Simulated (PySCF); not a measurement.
## RbH: frontier orbitals

TPSS at R = 2.424 Å; basis Rb def2-SVPD with ECP28, H def2-SVPD; scalar-relativistic core potentials; PySCF 2.14. State: ¹Σ⁺ (singlet), closed shell. Only the outer orbitals are listed, counted within each symmetry, core potentials removing the inner ones.

```
orbital  occ.  ε (eV)  on Rb (%)          main shells (%)
     1σ     2  -32.48        100                 100 Rb s
     1π     2  -16.00        100                 100 Rb p
     1π     2  -16.00        100                 100 Rb p
     2σ     2  -15.75         99                  99 Rb p
     3σ     2   -3.29         29          71 H s, 22 Rb s
     4σ     0   -1.46         92  62 Rb s, 29 Rb p, 9 H s
     2π     0   -0.30        100                  94 Rb p
     2π     0   -0.30        100                  94 Rb p
```

Task: Which are the highest filled and the lowest empty level, where do they sit, and how wide is the gap?

Result: Highest filled 3σ at -3.29 eV (in %: 71 H s, 22 Rb s); lowest empty 4σ at -1.46 eV (in %: 62 Rb s, 29 Rb p, 9 H s); the gap at TPSS is 1.83 eV.

```
bond order (Mayer)                              : 0.81
⟨S²⟩                                            : 0.000
charge on Rb (Mulliken, basis-dependent)        : 0.44
charge on Rb (Löwdin, basis-dependent)          : 0.42
dipole moment (positive dipole means Rb(−)H(+)) : -7.81 D
```
